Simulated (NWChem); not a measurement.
C2H8AlN; SMILES C[N](C)[AlH2]

```xyz
12

Al     0.0000     0.0000     1.4852
H      0.0000     1.4249     2.2078
H      0.0000    -1.4249     2.2078
N      0.0000     0.0000    -0.3161
C      0.0000    -1.2098    -1.1189
C      0.0000     1.2098    -1.1189
H     -0.8958    -1.2671    -1.7836
H      0.8958    -1.2671    -1.7836
H      0.0000    -2.1122    -0.4744
H      0.8958     1.2671    -1.7836
H     -0.8958     1.2671    -1.7836
H      0.0000     2.1122    -0.4744
```
Atoms are numbered in this order, from 1.

Computed with NWChem. Geometry: optimised at PBE-D3(BJ)/def2-SVP. Ions are spin-unrestricted doublets at the neutral geometry; other ion states weren't tried.

For level PBE/def2-SVP:

```
Item                                   Value
-------------------------------------  -----
vertical ionisation energy, ΔSCF (eV)   8.31
−ε(HOMO) (eV)                           5.18
```

Problem. How do the values read with level Hartree-Fock/def2-SVP instead?

Solution. 
- vertical ionisation energy, ΔSCF (eV): 7.18
- −ε(HOMO) (eV): 9.42
